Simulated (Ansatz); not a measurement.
Species: C3H10Sn (charge 0, singlet). SMILES: [CH3][SnH]([CH3])[CH3]
Geometry: optimised at B3LYP-D3(BJ)/def2-TZVP (Ansatz, an electronic-structure program).

Property: vertical ionisation energy (to the doublet state of charge +1; each state is the SCF solution reached for its spin; the molecule has degenerate orbitals, so one determinant may break the symmetry), in eV. Valence correlation only, unless marked. UHF or UKS for open shells. Spin-orbit coupling is left out. Frozen are the shells of the preceding noble gas and the d and f shells that filled before the atom's block. In def2 rows, elements after Kr have scalar-relativistic effective core potentials. Basis-set limits of correlation are two-point, X^-3; Hartree-Fock from the larger set. The bracket is a focal-point correction in the basis named.

| level | program | vertical ionisation energy (eV) |
|---|---|---|
| HF/def2-TZVPPD | Ansatz | 8.92 |
| BHLYP/def2-TZVPD | Ansatz | 9.70 |
| MP2/def2-SVPD | Ansatz | 10.00 |
| MP2/def2-TZVPPD | Ansatz | 10.06 |

Q: Estimate the value at RI-MP2/CBS(def2-TZVPPD,def2-QZVPPD)+[CCSD(T)-MP2]/def2-TZVPPD as computed with Ansatz.

A: 10.02 eV
